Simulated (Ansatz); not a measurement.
Ansatz (a quantum-chemistry and plane-wave program) input:

Ansatz 0.2 input:
```yaml
crystal:
  periodic: [false, false, false]
  atoms:
    - {symbol: C, position_ang: [2.86986742, 0.71689962, 0.49084028]}
    - {symbol: C, position_ang: [1.44648068, 0.26115729, 0.80006796]}
    - {symbol: C, position_ang: [0.58028547, 0.17022277, -0.45374806]}
    - {symbol: C, position_ang: [-0.90897695, -0.17235350, -0.22269946]}
    - {symbol: C, position_ang: [-1.57084396, 0.89809570, 0.58238434]}
    - {symbol: C, position_ang: [-1.06203455, -1.53292615, 0.47344916]}
    - {symbol: C, position_ang: [-1.59646956, -0.25022653, -1.60739975]}
    - {symbol: H, position_ang: [2.87415785, 1.70750202, 0.02948812]}
    - {symbol: H, position_ang: [3.36179843, 0.02959933, -0.20213970]}
    - {symbol: H, position_ang: [3.47855209, 0.76832341, 1.39551833]}
    - {symbol: H, position_ang: [0.98337614, 0.95274501, 1.50988539]}
    - {symbol: H, position_ang: [1.48062202, -0.71083094, 1.29857382]}
    - {symbol: H, position_ang: [1.00647349, -0.57661749, -1.13251120]}
    - {symbol: H, position_ang: [0.62846082, 1.12676277, -0.98612644]}
    - {symbol: H, position_ang: [-1.33879623, 1.94031019, 0.40227478]}
    - {symbol: H, position_ang: [-2.40820374, 0.67171464, 1.22922843]}
    - {symbol: H, position_ang: [-0.55909734, -2.31781251, -0.09608359]}
    - {symbol: H, position_ang: [-0.64212304, -1.51921043, 1.47916895]}
    - {symbol: H, position_ang: [-2.11700828, -1.80235664, 0.55680419]}
    - {symbol: H, position_ang: [-1.50416988, 0.69664611, -2.14212201]}
    - {symbol: H, position_ang: [-1.13572481, -1.03286583, -2.21661623]}
    - {symbol: H, position_ang: [-2.65816862, -0.47912480, -1.50270987]}
basis:
  gaussian:
    orbitals: 6-31G*
magnetization: {spin_polarized: true, initial_magnetization: 1}
correlation: {method: ccsd_t, electrons: outside_noble_gas}
```

### Question
Predict the final energy.

### Answer
-274.78611 Eh (CCSD(T)/6-31G*).

It need not be the lowest isomer of its formula.
